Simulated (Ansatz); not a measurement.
**Nudged elastic band run: CH₅ClSn**

The input (input.yaml):

```yaml
crystal:
  periodic: [false, false, false]
  atoms:
    - { symbol: Sn, position_ang: [0.48944, 0.099739, 0.029659] }
    - { symbol: C, position_ang: [1.054765, -0.042694, 2.106104] }
    - { symbol: H, position_ang: [0.15124, -0.150849, 2.72215] }
    - { symbol: H, position_ang: [1.699654, -0.921179, 2.247354] }
    - { symbol: H, position_ang: [1.598814, 0.864345, 2.408718] }
    - { symbol: H, position_ang: [1.83655, 0.157867, -1.036388] }
    - { symbol: H, position_ang: [-0.625655, 1.369846, -0.283418] }
    - { symbol: Cl, position_ang: [-0.662009, -1.923874, -0.478979] }
basis:
  gaussian: { orbitals: def2-SVP }
hamiltonian:
  xc: b3lyp
  dispersion: d4
neb:
  order_check: false
  images: 5
  f_tol: 0.05
  max_iterations: 60
  final_atoms:
    - { symbol: Sn, position_ang: [0.08697945, -0.02903755, -1.14839744] }
    - { symbol: C, position_ang: [1.51229813, -0.04021274, 1.88377725] }
    - { symbol: H, position_ang: [0.62839031, -0.68520562, 1.77710063] }
    - { symbol: H, position_ang: [2.25153643, -0.54183871, 2.52427081] }
    - { symbol: H, position_ang: [1.21851812, 0.92028662, 2.32683206] }
    - { symbol: H, position_ang: [1.9892869, 0.1426626, 0.90430128] }
    - { symbol: H, position_ang: [-0.71608228, 1.35997604, -0.33774322] }
    - { symbol: Cl, position_ang: [-1.42812806, -1.67342965, -0.21494137] }
  initial_path:
    images:
      - { positions_ang: [[0.48944, 0.099739, 0.029659], [1.054765, -0.042694, 2.106104], [0.15124, -0.150849, 2.72215], [1.699654, -0.921179, 2.247354], [1.598814, 0.864345, 2.408718], [1.83655, 0.157867, -1.036388], [-0.625655, 1.369846, -0.283418], [-0.662009, -1.923874, -0.478979]] }
      - { positions_ang: [[0.32920122, 0.07140731, 0.01808699], [1.16795428, -0.03323122, 2.03499259], [0.23090413, -0.2084347, 2.56503564], [1.85164688, -0.85852181, 2.25197167], [1.60836035, 0.90969415, 2.36503572], [1.85562842, 0.1056133, -0.53984332], [-0.68364578, 1.39491461, -0.38033976], [-0.81725051, -1.92824063, -0.59973953]] }
      - { positions_ang: [[0.16896244, 0.04307562, 0.00651498], [1.28114355, -0.02376843, 1.96388118], [0.31056827, -0.26602041, 2.40792128], [2.00363977, -0.79586463, 2.25658935], [1.6179067, 0.9550433, 2.32135344], [1.87470685, 0.0533596, -0.04329864], [-0.74163655, 1.41998321, -0.47726151], [-0.97249202, -1.93260726, -0.72050007]] }
      - { positions_ang: [[0.00872366, 0.01474393, -0.00505703], [1.39433283, -0.01430565, 1.89276977], [0.3902324, -0.32360611, 2.25080692], [2.15563265, -0.73320744, 2.26120702], [1.62745305, 1.00039244, 2.27767116], [1.89378527, 0.0011059, 0.45324604], [-0.79962733, 1.44505182, -0.57418327], [-1.12773353, -1.9369739, -0.8412606]] }
      - { positions_ang: [[0.03480892, 0.00015011, -0.3861705], [1.43365459, -0.02294134, 1.88977226], [0.46961837, -0.44413928, 2.09290482], [2.18760058, -0.66941787, 2.34889495], [1.49114141, 0.9736905, 2.29405813], [1.92561915, 0.04829147, 0.60359779], [-0.77177898, 1.41669323, -0.49536992], [-1.22786504, -1.84912581, -0.63248752]] }
      - { positions_ang: [[0.06089419, -0.01444372, -0.76728397], [1.47297636, -0.03157704, 1.88677476], [0.54900434, -0.56467245, 1.93500273], [2.21956851, -0.60562829, 2.43658288], [1.35482977, 0.94698856, 2.31044509], [1.95745302, 0.09547704, 0.75394953], [-0.74393063, 1.38833464, -0.41655657], [-1.32799655, -1.76127773, -0.42371445]] }
      - { positions_ang: [[0.08697945, -0.02903755, -1.14839744], [1.51229813, -0.04021274, 1.88377725], [0.62839031, -0.68520562, 1.77710063], [2.25153643, -0.54183871, 2.52427081], [1.21851812, 0.92028662, 2.32683206], [1.9892869, 0.1426626, 0.90430128], [-0.71608228, 1.35997604, -0.33774322], [-1.42812806, -1.67342965, -0.21494137]] }
```

Command:

```bash
$ ansatz run input.yaml --threads 1 --pin off --max-ram 2048MiB --backend cpu --events-out ev --progress --plain --runs-dir out
```

Output, in part (warnings, iteration lines, the closing report on the highest movable image, with atoms numbered from 0):

```
NEB end point (image 0): max|allowed force component| = 9.389e-3 eV/Å (the criterion of neb.relax_end_points is 1.000e-2)
NEB end point (image 6): max|allowed force component| = 1.239e-2 eV/Å (the criterion of neb.relax_end_points is 1.000e-2)
NEB iter   1: max|band force component| = 3.568e0 eV/Å  barrier→ = 4.8232 eV  barrier← = 5.1397 eV  Δτ_max = 0.2000 Å  (257 SCF iters)
NEB iter   2: max|band force component| = 2.654e0 eV/Å  barrier→ = 3.6875 eV  barrier← = 4.0040 eV  Δτ_max = 0.1984 Å  (147 SCF iters)
NEB iter   3: max|band force component| = 1.595e0 eV/Å  barrier→ = 2.9456 eV  barrier← = 3.2621 eV  Δτ_max = 0.2000 Å  (141 SCF iters)
NEB iter   4: max|band force component| = 9.158e-1 eV/Å  barrier→ = 2.5301 eV  barrier← = 2.8465 eV  Δτ_max = 0.1875 Å  (138 SCF iters)
NEB iter   5: max|band force component| = 1.079e0 eV/Å  barrier→ = 2.5456 eV  barrier← = 2.8620 eV  Δτ_max = 0.1005 Å  (141 SCF iters)
NEB iter   6: max|band force component| = 6.484e-1 eV/Å  barrier→ = 2.3813 eV  barrier← = 2.6978 eV  CI = image 3  Δτ_max = 0.2000 Å  (140 SCF iters)
NEB iter   7: max|band force component| = 3.293e-1 eV/Å  barrier→ = 2.3782 eV  barrier← = 2.6947 eV  CI = image 3  Δτ_max = 0.0338 Å  (140 SCF iters)
NEB iter   8: max|band force component| = 2.739e-1 eV/Å  barrier→ = 2.3707 eV  barrier← = 2.6872 eV  CI = image 3  Δτ_max = 0.0735 Å  (133 SCF iters)
NEB iter   9: max|band force component| = 1.462e-1 eV/Å  barrier→ = 2.3672 eV  barrier← = 2.6837 eV  CI = image 3  Δτ_max = 0.0457 Å  (136 SCF iters)
NEB iter  10: max|band force component| = 1.079e-1 eV/Å  barrier→ = 2.3655 eV  barrier← = 2.6820 eV  CI = image 3  Δτ_max = 0.0242 Å  (131 SCF iters)
NEB iter  11: max|band force component| = 5.347e-2 eV/Å  barrier→ = 2.3634 eV  barrier← = 2.6799 eV  CI = image 3  Δτ_max = 0.0102 Å  (126 SCF iters)
NEB iter  12: max|band force component| = 2.936e-2 eV/Å  barrier→ = 2.3633 eV  barrier← = 2.6798 eV  CI = image 3  Δτ_max = 0.0000 Å  (247 SCF iters)
Total energy: -19468.96087386 eV, -715.4711155788 hartree
Atom 0 at     0.403015     0.105445    -0.507555 Å, force    -0.020410    -0.001977     0.003588 eV/Å
Atom 1 at     1.146009    -0.005497     1.874532 Å, force     0.022116    -0.007755     0.022914 eV/Å
Atom 2 at     0.223568    -0.451432     2.269987 Å, force    -0.010774     0.008464    -0.012982 eV/Å
Atom 3 at     2.007756    -0.651970     2.079126 Å, force     0.001170     0.003367     0.000537 eV/Å
Atom 4 at     1.313669     1.023237     2.216801 Å, force    -0.007597     0.000514     0.002443 eV/Å
Atom 5 at     1.973822    -0.142097     0.101772 Å, force     0.015974    -0.002995    -0.009928 eV/Å
Atom 6 at    -0.571632     1.429082    -0.023672 Å, force     0.000634     0.003634    -0.002273 eV/Å
Atom 7 at    -0.953410    -1.853566    -0.295790 Å, force    -0.001114    -0.003252    -0.004299 eV/Å
Dipole moment:     0.339676     0.423013     0.051338 e Å
```

The run converged. Neighbouring images differ by up to 1.8 eV, so the band resolves the path poorly. A vibrational analysis at the climbing image gives one clearly imaginary mode, 1039i cm⁻¹: a first-order saddle point. The orbitals stay closed-shell, which can raise the energy where a bond breaks towards radicals; this wasn't checked here.

Final band (atoms are numbered from 1 in the order of the input):

```
image  path coordinate (Å)  energy (eV)  Sn1–C2 (Å)  Sn1–H6 (Å)  C2–H6 (Å)
    0                 0.00         0.00        2.16        1.72       3.24
    1                 0.69         0.03        2.15        1.71       3.11
    2                 1.38         0.83        2.15        1.68       2.53
    3                 2.07         2.36        2.50        1.70       1.96
    4                 2.73         0.58        2.70        1.97       1.28
    5                 3.39        -0.30        3.22        2.53       1.11
    6                 4.05        -0.32        3.35        2.80       1.10
```

The run took 4.4 min on 1 thread of Arm Neoverse V1, with other jobs on the host, peak memory 0.17 GiB.
